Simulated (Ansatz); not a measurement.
Geometry optimisation, Ansatz 0.2.0, RKS PBE0-D4/def2-mTZVP.

input.yaml

```yaml
crystal:
  periodic: [false, false, false]
  atoms:
    - { symbol: Ga, position_ang: [0.063954, -0.170239, -0.079156] }
    - { symbol: H, position_ang: [-0.040524, -0.291993, 1.486948] }
    - { symbol: C, position_ang: [1.8126, -0.169511, -0.984094] }
    - { symbol: H, position_ang: [2.056315, -1.190251, -1.295706] }
    - { symbol: H, position_ang: [1.807795, 0.445699, -1.886447] }
    - { symbol: H, position_ang: [2.616256, 0.170762, -0.329958] }
    - { symbol: H, position_ang: [-1.276171, -0.04617, -0.897897] }
    - { symbol: "N", position_ang: [-0.070986, 2.562087, 1.429566] }
    - { symbol: H, position_ang: [0.813, 2.756064, 0.974332] }
    - { symbol: H, position_ang: [-0.827967, 2.746087, 0.781222] }
    - { symbol: H, position_ang: [-0.096472, 1.564263, 1.710089] }
basis:
  gaussian: { orbitals: def2-mTZVP }
hamiltonian:
  xc: pbe0
  dispersion: d4
relax:
  f_tol: 0.03
  max_steps: 50
output:
  orbitals: {}
```

Run as:

```bash
$ ansatz run input.yaml --threads 2 --pin off --max-ram 3072MiB --backend cpu --events-out ev --progress --plain --runs-dir out
```

Task: Where does it end, and by what steps?

Result: The forces met the threshold. The force dipped under the threshold on the way, but the program's further checks kept it going. After 24 steps the energy has fallen by 0.963 eV; H10 moved furthest, 0.98 Å. Joined: Ga1–N8 (3.12 → 2.16 Å).

```tsv
step	energy less start (eV)	largest force component (eV/Å)	accepted
0	0.0000	0.979	yes
1	-0.0534	0.867	yes
2	-0.0603	1.304	yes
3	-0.1051	0.982	yes
4	-0.1701	0.485	yes
5	-0.1893	0.531	yes
6	-0.2741	0.905	yes
7	-0.4628	2.629	yes
8	-0.9118	0.978	yes
9	-0.9445	0.149	yes
10	-0.9462	0.076	yes
11	-0.9472	0.037	yes
12	-0.9476	0.066	yes
13	-0.9480	0.147	yes
14	-0.9489	0.103	yes
15	-0.9503	0.181	yes
16	-0.9508	0.255	yes
17	-0.9526	0.218	yes
18	-0.9576	0.017	yes
19	-0.9582	0.224	yes
20	-0.9605	0.079	yes
21	-0.9615	0.057	yes
22	-0.9621	0.086	yes
23	-0.9625	0.056	yes
24	-0.9629	0.025	yes
```

```xyz
11
Properties=species:S:1:pos:R:3
Ga 0.069 -0.027 0.198
H 0.171 -0.766 1.603
C 1.695 0.034 -0.948
H 1.863 -0.937 -1.423
H 1.608 0.768 -1.756
H 2.599 0.266 -0.377
H -1.358 -0.006 -0.506
N 0.057 2.003 0.933
H 0.920 2.228 1.420
H -0.056 2.673 0.178
H -0.710 2.141 1.585
```

Whether the end is a true minimum wasn't checked by a vibrational analysis.

Run time: 2.1 min on 2 threads of Intel(R) Xeon(R) Platinum 8259CL CPU @ 2.50GHz (Skylake/Cascade Lake), on a shared host, peak memory 0.23 GiB.
